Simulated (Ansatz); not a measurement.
```yaml
crystal:
  periodic: [false, false, false]
  atoms:
    - {symbol: Ta, position_ang: [1.352859, 0.013257, -0.058950]}
    - {symbol: Ta, position_ang: [-1.352814, -0.013334, 0.059941]}
    - {symbol: N, position_ang: [-0.008548, 1.277373, 0.092082]}
    - {symbol: N, position_ang: [0.008503, -1.277306, -0.093083]}
basis:
  gaussian: {orbitals: def2-TZVPD}
hamiltonian: {xc: {name: revPBE0}, dispersion: d3bj}
scf: {omitted_lower_state_checks: [starts]}
```

```sh
$ ansatz run in.yaml --threads 4 --pin off --events-out ev --progress --plain --max-ram 3916MiB
```

Shortened log:

```
Functional definition: revPBE0
1228 factors; their error is unknown
mean field evaluation 1: about -6046.0565 eV, gradient 1.2e2 eV
mean field evaluation 2: about -5798.3344 eV, gradient 2.9e2 eV
mean field evaluation 4: about -6081.7823 eV, gradient 8.6e0 eV
mean field evaluation 8: about -6081.9281 eV, gradient 4.5e-2 eV
mean field evaluation 16: about -6081.9547 eV, gradient 1.6e-3 eV
mean field -6081.95472995 eV, -223.5077138289 hartree, gradient 3.0e-5 eV, S^2 0.000000; 0 other end points of the search recorded, 0 dependent functions left out
reference -6081.95476576 eV, -223.5077151445 hartree; 20, 20 occupied and 140, 140 virtual orbitals, 1228 factors
Total energy: -6082.19686712 eV, -223.5166122057 hartree
Checks for a lower state left out: starts
```

Hardware: 4 threads of Arm Neoverse V2 on a shared host. Wall time 1.8 s.

In the def2 sets Ta takes a core potential; there is no spin–orbit coupling. The restricted singlet is unstable towards broken spin symmetry at other levels; at RKS revPBE0-D3(BJ)/def2-TZVPD this wasn't settled.
